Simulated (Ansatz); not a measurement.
Input for Ansatz (development build ahead of 0.2.0):

```yaml
crystal:
  periodic: [false, false, false]
  atoms:
    - { symbol: S, position_ang: [0.0, 0.0, 0.0] }
basis:
  gaussian: { orbitals: "6-31G" }
magnetization:
  spin_polarized: true
  initial_magnetization: 2
hamiltonian:
  xc: hf
```

The input is written out in the form of the current development build from the run's settings.

Output:

* Converged: yes
* Total energy: -397.47141 hartree
* Spin squared of the determinant: 2.001
